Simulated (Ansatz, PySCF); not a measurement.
The pair A = HF (SMILES F) (first 2 atoms), B = HCl (SMILES Cl); geometry from B3LYP-D3(BJ)/def2-TZVP.
(charge 0, multiplicity 1):
```csv
atom,x (Å),y (Å),z (Å)
F,-0.0125,-0.0839,-0.1391
H,0.1544,0.1338,0.7509
Cl,-0.0257,0.4808,3.0074
H,-1.2403,0.0634,2.9886
```

Correlated levels freeze the cores. Rows in 6-31G* carry no dispersion term and start afresh at each structure (6-31G* with six Cartesian d functions).

Run with Ansatz (a program for electronic structure); PySCF for 6-31G* rows. 

Total energies (hartree), monomers frozen at their geometry in the pair:

| structure | HF/6-31G* | HF/aug-cc-pV(Q+d)Z | CCSD(T)/aug-cc-pV(Q+d)Z |
|---|---|---|---|
| AB | -560.0642308 | -560.1818539 | -560.7479854 |
| A in the pair's basis | -100.0029974 | -100.0676789 | -100.3773025 |
| B in the pair's basis | -460.0599427 | -460.1118478 | -460.3660223 |
| A | -100.0024186 | -100.0676520 | -100.3771831 |
| B | -460.0597591 | -460.1118290 | -460.3657890 |

Problem. Work out the interaction energy without and with the counterpoise correction, and the superposition error, for each level.

Solution. 
E(AB) − E(A) − E(B), times 627.509 kcal/mol, with the monomers in their own basis and then in the pair's basis:
- HF/6-31G*: -1.29 uncorrected, -0.81 corrected; the monomers gain 0.48 kcal/mol from borrowed functions
- HF/aug-cc-pV(Q+d)Z: -1.49 uncorrected, -1.46 corrected; the monomers gain 0.03 kcal/mol from borrowed functions
- CCSD(T)/aug-cc-pV(Q+d)Z: -3.15 uncorrected, -2.92 corrected; the monomers gain 0.22 kcal/mol from borrowed functions
